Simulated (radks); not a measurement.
Results of a calculation; reference values are marked as such.
Spherical quantum dot in the effective-mass picture: electrons in a hard-walled sphere of radius 6.07, with a point charge +2 (a donor) at the centre, all in effective atomic units (hartree* = m*/eps^2 hartree, bohr* = eps/m* bohr), one dielectric constant everywhere. Level of theory: non-relativistic Kohn-Sham, PBEsol, spin-polarised, spherical densities (a radial shooting solver with Libxc functionals). Levels are named by radial order and angular momentum (1s, 1p, 1d, 2s, ...), and open shells are averaged over m. Results are scaled to m* = 0.616 and eps = 14.7, for which hartree* = 77.57 meV and bohr* = 1.263 nm.

N = 40, configuration 1s2 1p6 1d10 2s2 1f14 1g(up 6, down 0). This is the lowest configuration that the search found. Occupied and some empty levels:

level    occupation  eigenvalue (meV)  <r> (nm)
1s up             1            589.71     4.860
1s down           1            591.28     4.084
1p up             3            594.78     5.851
2s up             1            596.02     2.183
2s down           1            596.73     2.940
1p down           3            597.09     5.833
1d up             5            602.52     5.925
1d down           5            604.89     5.912
1f up             7            613.66     5.997
1f down           7            616.09     5.988
1g up             6            628.03     6.066
1g down           0            630.51     6.059
1h up             0            645.47     6.129
1h down           0            648.00     6.124
3s up             0            655.90     3.960
2p up             0            656.46     3.820
3s down           0            656.68     3.947
2p down           0            657.09     3.800
2d up             0            678.04     4.380
2d down           0            678.98     4.365

Energy (meV): total 12109.4, kinetic 2409.0, external -1796.3, Hartree 12580, exchange-correlation -1083.2.
